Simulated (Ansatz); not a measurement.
`CBCN`, relaxed with RKS PBE-D4/def2-SVP in the Gaussian-basis code of Ansatz from a rough embedded geometry. The force threshold is 0.03 eV/Å; the program also tests the step.

Total charge 0; spin multiplicity 1.

Start:

```xyz
12

C     0.382    0.027   -1.731
B     0.202    0.711   -0.370
C     0.209   -0.153    0.937
N    -1.009   -0.063    1.720
H     0.523   -1.076   -1.697
H     1.301    0.468   -2.300
H    -0.487    0.222   -2.396
H     0.069    1.849   -0.281
H     0.450   -1.199    0.746
H     1.060    0.234    1.623
H    -0.946   -0.476    2.595
H    -1.754   -0.544    1.154
```

```tsv
step	energy (eV)	largest force (eV/Å)	largest move (Å)
1	-4360.5044	3.849	0.000
2	-4360.8319	1.024	0.116
3	-4360.8816	0.419	0.139
4	-4360.9074	0.432	0.132
5	-4360.9363	0.485	0.196
6	-4360.9804	0.415	0.200
7	-4360.9906	0.451	0.200
8	-4361.0119	0.230	0.199
9	-4361.0184	0.066	0.065
10	-4361.0204	0.053	0.054
11	-4361.0204	0.128	0.076
12	-4361.0218	0.057	0.030
13	-4361.0226	0.040	0.031
14	-4361.0240	0.184	0.197
15	-4361.0257	0.091	0.016
16	-4361.0278	0.076	0.079
17	-4361.0300	0.135	0.195
18	-4361.0315	0.083	0.017
19	-4361.0322	0.088	0.046
20 (rejected)	-4361.0322	0.093	0.056
21	-4361.0323	0.080	0.028
22	-4361.0329	0.016	0.024
```

End:

```xyz
12

C     0.690    0.115   -1.757
B    -0.213    0.375   -0.503
C     0.004   -0.355    0.858
N    -0.557    0.229    2.062
H     1.413   -0.720   -1.660
H     1.284    1.048   -1.902
H     0.111    0.001   -2.697
H    -1.171    1.135   -0.608
H    -0.466   -1.343    0.523
H     1.072   -0.636    1.012
H    -0.682   -0.471    2.803
H    -1.486    0.622    1.869
```

It took 36 s on 2 threads of an Arm Neoverse V1 on a shared host, with 0.13 GiB of host memory at the peak.
